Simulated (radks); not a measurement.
Isoelectronic series with 3 electrons, each ion in its NIST ground configuration. Calculated with a radial shooting solver on a logarithmic mesh with Libxc functionals: scalar-relativistic Kohn-Sham, r2SCAN, spin-unpolarised, spherical densities, finite nucleus; meta-GGA in the generalised Kohn-Sham scheme; Fermi nuclear charge, rms radius of each element as measured or else 0.836 A^(1/3) + 0.57 fm. Total energies (hartree) and orbital eigenvalues (eV):

ion	configuration	E (hartree)	2s	1s
Li	[He] 2s1	-7.46639	-2.8512	-53.5739
B2+	[He] 2s1	-23.38652	-31.3817	-214.3453
N4+	[He] 2s1	-48.32720	-87.4053	-484.5368
F6+	[He] 2s1	-82.30176	-170.7674	-864.0005
Al10+	[He] 2s1	-177.44897	-419.7389	-1951.671
P12+	[He] 2s1	-238.68568	-585.5551	-2660.582
Cl14+	[He] 2s1	-309.08428	-779.1054	-3480.143
K16+	[He] 2s1	-388.69272	-1000.555	-4410.901
